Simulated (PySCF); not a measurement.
Bonds (- single, = double, # triple, : aromatic): N1-C2 1.367 Å, C2:C3 1.403 Å, C3:C4 1.377 Å, C4:C5 1.391 Å, C5:C6 1.383 Å, C6:N7 1.322 Å, N7:C2 1.331 Å. N1 carries H8, H9; C3 carries H10; C4 carries H11; C5 carries H12; C6 carries H13.

- PBE0/pcSseg-1 with gauge-including orbitals
- geometry from GFN2-xTB
- code: PySCF 2.14.0 with density-fitted response routines
- rapidly exchanging positions averaged, a single conformation, no solvent model, non-relativistic

Chemical shifts δ = σref − σ; TMS for 13C (σ = 186.93 ppm) and 1H (σ = 31.72 ppm); NH3 for 15N (σ = 267.73 ppm), all at this level.

```
atoms  nucleus  count  δ (ppm)
   N7      15N      1    304.7
   N1      15N      1     89.2
   C6      13C      1    155.5
  H13       1H      1     8.40
  H11       1H      1        ?
   C3      13C      1    109.0
   C2      13C      1        ?
H8/H9       1H      2        ?
   C5      13C      1        ?
   C4      13C      1    143.4
  H10       1H      1     6.40
  H12       1H      1     6.62
```

Question: Estimate the values marked ?.

Answer: 
- C2: 162.8 ppm, aromatic carbon bearing nitrogen; σ withdrawal by the attached heteroatom moves it downfield of the ring CH carbons
- C5: 116.8 ppm, aromatic CH; resonance donation from the substituent shields this position
- H11: 7.66 ppm, hydrogen on an aromatic CH; aromatic region
- H8/H9: 4.10 ppm, hydrogen on an aniline-type nitrogen; exchangeable; this is the value without hydrogen bonding to other molecules

Exchangeable OH/NH protons stand at their gas-phase positions; hydrogen bonding in a real sample shifts them, mostly to higher δ. Shifts are as computed. Against solution values, carbons near 30 ppm lie about +3 ppm off and those near 130 ppm about +5 ppm. Of 1211 compounds with measured shifts, 218 miss one by over three times the rms of a fit or turn the order of signals round; such compounds aren't used in these exercises. Experimental scales use liquid or dissolved standards, which lie at an offset from isolated NH3 (liquid NH3: subtract about 20 ppm). Unscaled 15N shifts of sp2 nitrogen come out 20 to 40 ppm too high even then.
